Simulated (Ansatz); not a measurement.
`O=[CH][GeH3]` + `O[AsH2]` → `O[AsH][GeH3]` + `C=O` at 600 K and 1 bar (ligand exchange at a Ge–C bond).

Gas-phase electronic energies from Ansatz, PBE0-D4/def2-TZVP geometries. CCSD(T)/CBS is the MP2 limit (def2-TZVPP, def2-QZVPP) plus CCSD(T) − MP2 in def2-TZVPP, frozen cores. This one scheme is used for every species. For As, Ge outer-core shells are correlated without core-valence functions, which leaves a few kJ/mol of doubt a bond. Scalar relativity is left out up to krypton. One conformer a species, not always the lowest.

```tsv
species	CCSD(T)/CBS energy (Eh)	H − E (kJ/mol)	S (J/(mol·K))
`O=[CH][GeH3]`	-2191.69659	149.8	365.0
`O[AsH2]`	-2311.97217	108.4	309.7
`O[AsH][GeH3]`	-4389.29663	172.2	419.1
`C=O`	-114.39408	92.5	246.7
```

H − E and S are ideal-gas, rigid-rotor, harmonic terms from PBE0-D4/def2-TZVP, for one conformer and one mirror image of each species. 1 Eh = 2625.50 kJ/mol, R = 8.31446 J/(mol·K).

Question: By hand: ΔE, ΔH, ΔS and ΔG.

Answer: ΔE = (-4389.29663) + (-114.39408) − (-2191.69659) − (-2311.97217) = -0.02195 Eh = -57.6 kJ/mol. Δ(H − E) = 172.2 + 92.5 − 149.8 − 108.4 = 6.5, so ΔH = -51.1 kJ/mol. ΔS = 419.1 + 246.7 − 365.0 − 309.7 = -8.9 J/(mol·K). ΔG = -51.1 − 600 × (-8.9)/1000 = -45.8 kJ/mol.

Question: By hand: the equilibrium constant, and the temperature at which ΔG would vanish if ΔH and ΔS stayed fixed.

Answer: log₁₀ K = −ΔG/(RT ln 10) = 4.0. ΔG = 0 at ΔH/ΔS = 5742 K, far beyond where these terms or the molecules hold.

The number of gas molecules stays the same, so ΔS is small and ΔH decides. A doubt of 5 kJ/mol in ΔE shifts log₁₀ K by 0.4 here. Other conformers and mirror images would add mixing entropy, several J/(mol·K) or more a flexible species. These are equilibria of isolated gas molecules and say nothing of rates. Largest T1 diagnostic: 0.015 (customary marks: 0.02 for closed shells, 0.045 for open ones).
